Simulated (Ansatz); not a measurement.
Cartesian coordinates in Å:
```
C 2.139 0.147 0.460
C 0.944 -0.420 0.597
Si -0.657 0.500 0.370
Si -1.772 -0.311 -1.511
H 3.062 -0.413 0.585
H 2.248 1.201 0.217
H 0.903 -1.481 0.840
H -1.516 0.350 1.581
H -0.367 1.946 0.174
H -1.867 -1.798 -1.564
H -3.119 0.279 -1.750
```

The species carries charge 0 and has multiplicity 2.

(1) List the ωB97M-V/def2-TZVPP orbital energies in eV (the Gaussian-basis code of Ansatz). (Estimate.)

## Answers

(1) The calculation gave: α occupied: -1806.95, -1806.91, -281.81, -281.50, -148.04, -148.00, -102.29, -102.12, -102.11, -102.10, -102.10, -102.10, -24.34, -19.37, -17.90, -16.56, -15.29, -13.96, -12.29, -12.23, -11.46, -11.01, -9.97, -7.79. α empty: 1.32, 1.89, 2.41, 2.79, 3.12, 3.39, 3.56, 3.92. β occupied: -1806.91, -1806.86, -281.82, -281.50, -148.00, -147.94, -102.11, -102.11, -102.10, -102.03, -102.03, -101.99, -24.34, -19.32, -17.65, -16.25, -15.22, -13.94, -12.14, -12.07, -11.42, -10.96, -9.82. β empty: -0.93, 1.38, 1.99, 2.53, 2.99, 3.23, 3.53, 3.64. ⟨S²⟩ = 0.752.
